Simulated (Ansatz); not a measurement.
Compare A (`[SiH3]CCBr`) with its isomer B (`C[SiH2]CBr`).

Gas-phase electronic energies from Ansatz, PBE0-D4/def2-TZVP geometries. CCSD(T)/CBS is the MP2 limit (def2-TZVPP, def2-QZVPP) plus CCSD(T) − MP2 in def2-TZVPP, frozen cores. Functionals use def2-TZVPP. B3LYP here is the variant with VWN-RPA as its local correlation; programs differ in this. For Br outer-core shells are correlated without core-valence functions, which leaves a few kJ/mol of doubt a bond. Scalar relativity is left out up to krypton. Each species was taken in one conformer, which may not be the lowest.

Question: Which isomer does CCSD(T)/CBS put lower? Give the gap. (An estimate is asked.)

Answer: Ansatz gave: B, by 40.9 kJ/mol.

Question: Give E(B) − E(A) in kJ/mol with B2PLYP, r2SCAN-D4, CCSD(T)/def2-SVP, B3LYP, BLYP-D4, CCSD/def2-TZVPP, LDA (SPW92). (An estimate is asked.)

Answer: The calculation gave: B2PLYP -39.3, r2SCAN-D4 -41.7, CCSD(T)/def2-SVP -27.0, B3LYP -38.3, BLYP-D4 -38.8, CCSD/def2-TZVPP -38.8, LDA (SPW92) -36.1. None reverses the order clearly.

Question: Does the order hold for the free energy at 298.15 K (harmonic terms from PBE0-D4)? (An estimate is asked.)

Answer: Ansatz gave: Yes: G(B) − G(A) = -40.1 kJ/mol, for one conformer each.

Largest T1 diagnostic: 0.009.

Leaving LDA and LC-ωPBE aside and taking each functional with its dispersion term where it has one, the values, not all of them listed here, spread over 4.9 kJ/mol, from B97M-V to revPBE-D4. At CCSD(T), def2-SVP lies +13.9 kJ/mol from the extrapolated value and def2-TZVPP +2.1 kJ/mol.
